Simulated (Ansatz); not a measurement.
A barrier at the coupled-cluster level

Start structure (SnNH₇S, singlet), relaxed at PBE0-D4/def2-TZVP:

| atom | x (Å) | y (Å) | z (Å) |
| --- | --- | --- | --- |
| Sn1 | -1.0323 | 1.5680 | -0.7116 |
| S2 | 0.4591 | 1.5997 | 1.1533 |
| H3 | -2.3351 | 0.5032 | -0.4070 |
| H4 | -1.6013 | 3.1607 | -0.9181 |
| H5 | -0.2050 | 1.0414 | -2.1125 |
| H6 | 0.4705 | -2.3322 | 1.2281 |
| N7 | 0.9504 | -1.7653 | 0.5397 |
| H8 | 0.7177 | 0.2721 | 0.9968 |
| H9 | 1.9383 | -1.9782 | 0.6055 |
| H10 | 0.6376 | -2.0695 | -0.3743 |

The step: SnH₄S ([SH][SnH3]) + NH₃ → SnNH₅ ([NH2][SnH3]) + H₂S; bonds formed: Sn1–N7, S2–H6; bonds broken: Sn1–S2, H6–N7. Ansatz 0.2.0; basis: def2-TZVPP and def2-QZVPP; cores frozen in the correlated methods. Filled d shells of the heavier atoms are correlated. Core potentials replace the inner electrons of the atoms past krypton. The def2 sets are not built for correlating such inner shells, so the correlated values are less sure here. Extrapolation: Hartree–Fock as exp(−7.88 √X), correlation as X^−2.97. Energies below are by CCSD(T) at an estimated basis limit (MP2 extrapolated from triple and quadruple zeta, plus CCSD(T) − MP2 in triple zeta).

Question: What are the electronic barrier and the energy of the step, from the start structure to the end structure? (Judge from chemistry; the value comes from the calculation.)

Answer: By the calculation: Barrier 113.9 kJ/mol; step energy 70.7 kJ/mol (uphill); reverse barrier, their difference, 43.2 kJ/mol. Barrier and step energy count from the start structure, the reverse barrier from the end structure.

The saddle point: One imaginary mode of 799i cm⁻¹.
```tsv
pair	start (Å)	saddle (Å)	end (Å)
Sn1–N7	4.08	2.12	2.05
S2–H6	3.93	1.68	1.36
Sn1–S2	2.39	3.27	4.10
H6–N7	1.01	1.26	2.08
```

Zero-point energy (harmonic, PBE0-D4): ZPE is 172.7 kJ/mol at the start and 161.9 kJ/mol at the saddle, so the barrier goes from 113.9 to 103.2 kJ/mol.

T1 diagnostic: at most 0.013. The start structure is not quite a true minimum (one mode of 26i cm⁻¹).

Labels in which every atom is bracketed show which atoms are joined, not bond orders.

For scale, one of the runs: CCSD(T)/def2-TZVPP, 221 basis functions, launched by `ansatz run in.yaml --threads 4 --pin off --events-out ev --progress --plain --max-ram 9574MiB`. The run took 75 s on 4 CPU threads of an Intel Xeon Platinum 8488C (shared host), with 3.7 GiB of host memory at its peak.
